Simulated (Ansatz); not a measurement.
Gas-phase electronic energies from Ansatz, PBE0-D4/def2-TZVP geometries. CCSD(T)/CBS adds triple-zeta CCSD(T) − MP2 to the extrapolated MP2 energy (def2 sets, frozen cores). This one scheme is used for every species. Functionals use def2-TZVPP. Elements past krypton have def2 core potentials. For Sn outer-core shells are correlated without core-valence functions, which leaves a few kJ/mol of doubt a bond. One conformer a species, not always the lowest.

`[F][Sn][Cl]` + `BC(C)C` → `C[CH](C)[Sn][F]` + `BCl`  (redistribution)

```json
{"level": "PBE-QIDH", "ΔE (kJ/mol)": "77.7"}
{"level": "CCSD/def2-SVP", "ΔE (kJ/mol)": "62.1"}
{"level": "HF/def2-TZVPP", "ΔE (kJ/mol)": "95.0"}
{"level": "MP2/CBS(def2)", "ΔE (kJ/mol)": "75.3"}
```

Problem. What does CCSD(T)/CBS give? (Estimate.)

Solution. Computed: +75.4 kJ/mol. The listed levels differ from it by 2.3, -13.3, 19.6, -0.1 kJ/mol.

Largest T1 diagnostic among the species: 0.016.

At CCSD(T), def2-SVP lies −16.2 kJ/mol from the extrapolated value and def2-TZVPP −8.2 kJ/mol. The D4 term adds −6.8 kJ/mol with B3LYP and −3.6 kJ/mol with PBE0; it sums over pairs of atoms, weighted by their polarisabilities, and B3LYP, whose exchange is more repulsive, gets the larger term. Leaving LDA and LC-ωPBE aside and taking each functional with its dispersion term where it has one, the values, not all of them listed here, spread over 16.5 kJ/mol, from revPBE-D4 to B97M-V. LDA lies −3.5 kJ/mol from PBE without D4.

B3LYP here is the variant with VWN-RPA as its local correlation; programs differ in this.
